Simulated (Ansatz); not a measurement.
Ansatz (an electronic-structure program) input (r2SCAN/def2-TZVP):

Ansatz 0.2 input:
```yaml
crystal:
  periodic: [false, false, false]
  atoms:
    - {symbol: O, position_ang: [-0.05243509, 0.00677906, -1.03625493]}
    - {symbol: S, position_ang: [-0.02593212, -0.01703994, 0.60328941]}
    - {symbol: H, position_ang: [0.83439461, 0.21840646, -1.36259117]}
basis:
  gaussian:
    orbitals: def2-TZVP
hamiltonian:
  xc: {name: r2SCAN}
magnetization: {spin_polarized: true, initial_magnetization: 1}
relax: {f_tol: 0.003, max_steps: 100}
```

End of the output:

```
these checks for a lower state are left out or cut short: starts, cluster_reference, orbital_swaps, neighbouring_geometries, increment
integrals: 0.01 GiB planned
456 factors; their error is unknown
mean field: 0.18 GiB planned
mean field -12896.56127037 eV, -473.9398850828 hartree, gradient 1.9e-5 eV, S^2 0.756743; 0 other end points of the search recorded, 0 dependent functions left out
the calculation of the forces begins
reference -12896.56127780 eV, -473.9398853560 hartree; 13, 12 occupied and 61, 62 virtual orbitals, 456 factors
relax step   2: F+E_penalty+E_count = -12896.56127037 eV  Δ(F+E_penalty+E_count) = -5.358e-4 eV  max|allowed force component| = 4.874e-2 eV/Å  Δτ_max = 0.0032 Å  (38 SCF iters, accepted)
these checks for a lower state are left out or cut short: starts, cluster_reference, orbital_swaps, neighbouring_geometries, increment
integrals: 0.01 GiB planned
456 factors; their error is unknown
mean field: 0.18 GiB planned
mean field -12896.56149443 eV, -473.9398933170 hartree, gradient 1.9e-5 eV, S^2 0.756743; 0 other end points of the search recorded, 0 dependent functions left out
the calculation of the forces begins
reference -12896.56150186 eV, -473.9398935900 hartree; 13, 12 occupied and 61, 62 virtual orbitals, 456 factors
relax step   3: F+E_penalty+E_count = -12896.56149443 eV  Δ(F+E_penalty+E_count) = -2.241e-4 eV  max|allowed force component| = 1.103e-2 eV/Å  Δτ_max = 0.0042 Å  (39 SCF iters, accepted)
these checks for a lower state are left out or cut short: starts, cluster_reference, orbital_swaps, neighbouring_geometries, increment
integrals: 0.01 GiB planned
456 factors; their error is unknown
mean field: 0.18 GiB planned
mean field evaluation 64: about -12896.5615 eV, gradient 9.5e-6 eV
mean field -12896.56149685 eV, -473.9398934058 hartree, gradient 9.6e-6 eV, S^2 0.756743; 0 other end points of the search recorded, 0 dependent functions left out
the calculation of the forces begins
reference -12896.56150427 eV, -473.9398936787 hartree; 13, 12 occupied and 61, 62 virtual orbitals, 456 factors
relax step   4: F+E_penalty+E_count = -12896.56149685 eV  Δ(F+E_penalty+E_count) = -2.415e-6 eV  max|allowed force component| = 4.611e-3 eV/Å  Δτ_max = 0.0002 Å  (29 SCF iters, accepted)
these checks for a lower state are left out or cut short: starts, cluster_reference, orbital_swaps, neighbouring_geometries, increment
integrals: 0.01 GiB planned
456 factors; their error is unknown
mean field: 0.18 GiB planned
mean field -12896.56149718 eV, -473.9398934182 hartree, gradient 2.1e-5 eV, S^2 0.756743; 0 other end points of the search recorded, 0 dependent functions left out
the calculation of the forces begins
reference -12896.56150461 eV, -473.9398936911 hartree; 13, 12 occupied and 61, 62 virtual orbitals, 456 factors
relax step   5: F+E_penalty+E_count = -12896.56149718 eV  Δ(F+E_penalty+E_count) = -3.369e-7 eV  max|allowed force component| = 3.331e-5 eV/Å  Δτ_max = 0.0001 Å  (27 SCF iters, accepted)
integrals: 0.01 GiB planned
456 factors; their error is unknown
mean field: 0.18 GiB planned
mean field evaluation 96: about -12895.9882 eV, gradient 6.5e-4 eV
mean field -12896.56149718 eV, -473.9398934182 hartree, gradient 2.1e-5 eV, S^2 0.756743; 5 other end points of the search recorded, 0 dependent functions left out
the calculation of the forces begins
reference -12896.56150461 eV, -473.9398936911 hartree; 13, 12 occupied and 61, 62 virtual orbitals, 456 factors
Total energy: -12896.56150461 eV, -473.9398936911 hartree
Atom 0 at    -0.056704     0.005844    -1.039247 Å, force     0.000033     0.000008    -0.000021 eV/Å
Atom 1 at    -0.021897    -0.016022     0.598777 Å, force    -0.000009    -0.000003     0.000029 eV/Å
Atom 2 at     0.834629     0.218324    -1.355087 Å, force    -0.000025    -0.000006    -0.000008 eV/Å
Dipole moment:     0.322535     0.078017    -0.176114 e Å
```

It need not be the lowest isomer of its formula.
